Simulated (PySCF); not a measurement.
C5H8NO (charge +1).
SMILES: `[NH3+]Cc1ccco1`

The closed-shell SCF was solved with PySCF and density fitting under several settings on one GFN2-xTB geometry (grid level 2 and gas phase unless stated).

```csv
settings,basis functions,SCF cycles,E (Eh),HOMO (eV),LUMO (eV)
PBE0/pcSseg-1,159,14,-324.6391,-10.82,-4.87
PBE0/def2-SVPD,207,14,-324.4637,-10.80,-4.92
"PBE0/cc-pVDZ, grid level 3",138,14,-324.7037,-10.64,-4.64
```

Q: Estimate the rows for these settings: (1) PBE0/6-311G**; (2) wB97X-D/pcSseg-1; (3) LC-wPBE/ANO-RCC-VDZP, IEF-PCM cyclohexane.

A: 
```tsv
settings	basis functions	SCF cycles	E (Eh)	HOMO (eV)	LUMO (eV)
PBE0/6-311G**	174	14	-324.7619	-10.71	-4.82
wB97X-D/pcSseg-1	159	14	-324.9028	-12.61	-3.03
LC-wPBE/ANO-RCC-VDZP, IEF-PCM cyclohexane	138	14	-324.9911	-11.24	-0.73
```

Q: Over all rows, what range does the HOMO–LUMO gap span?

A: From 5.88 eV (PBE0/def2-SVPD) to 10.51 eV (LC-wPBE/ANO-RCC-VDZP, IEF-PCM cyclohexane). The functional of the narrowest has 25 % exact exchange, that of the widest range-separated exact exchange.

Q: Compare two rows with the functional PBE0: PBE0/6-311G** and PBE0/def2-SVPD. Which energy is lower, and by how much?

A: PBE0/6-311G** (174 functions) lies 0.2982 Eh or 187 kcal/mol below PBE0/def2-SVPD (207 functions). The smaller set gives the lower energy; the two sets aren't nested, so the variational bound doesn't order them by size.

wB97X-D ran without the empirical dispersion term, which would shift the total energy alone. Cycle counts include a coarse-grid stage where the run had one. All basis functions are spherical, in the Pople sets too. ANO-RCC sets were contracted for a scalar-relativistic Hamiltonian, but ran non-relativistically here. The structure is a single GFN2-xTB conformer; no vibrational corrections.

Conformer computed: `[NH3+:1][CH2:2][c:3]1[cH:4][cH:5][cH:6][o:7]1`: N1–C2–C3–C4 -122°.
